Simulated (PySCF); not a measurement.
InH2F, SMILES [F][InH2]. Geometry optimised at r2SCAN-D4/def2-TZVP. The def2 effective core potentials stand for the cores of In; spin–orbit coupling is left out.

Q: Give the equilibrium geometry at r2SCAN-D4/def2-TZVP (PySCF confirms it by a frequency run) as a Z-matrix, and its point group. (An estimate is asked for; the answer gives what the named calculation found.)

A: point group C2v.
```
In
F 1 1.9641
H 1 1.6988 2 109.75
H 1 1.6988 3 140.49 2 180.00
```
